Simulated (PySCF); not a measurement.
**Radial density of Gd³⁷⁺ (gadolinium, charge +37)**

UHF, [Ar] 3d9, 2D determinant. All numbers are calculated (PySCF 2.14, scalar relativity by spin-free X2C-1e, in an uncontracted even-tempered set (18 s from 6.2 bohr⁻², ratio 2.5; 13 p from 8.1 bohr⁻², ratio 2.5; 8 d from 8.1 bohr⁻², ratio 2.5; 4 f from 37 bohr⁻², ratio 2.7; 3 g from 55 bohr⁻², ratio 2.7)).

```
r (bohr)  4πr²ρ (e/bohr)  4πr²(ρα − ρβ)
  0.0230           77.26         0.0074
  0.0387           81.16         0.0925
  0.0650           110.3         0.7266
   0.109           81.21         3.0785
   0.184           86.85         5.0725
   0.310           39.59         1.8357
   0.521           1.147         0.0532
   0.876        0.001302         0.0001
```

Densities and radii are taken from the X2C orbitals without a picture-change correction, which distorts them close to the nucleus.

Spin-orbit coupling, absent here, splits the open shell strongly.
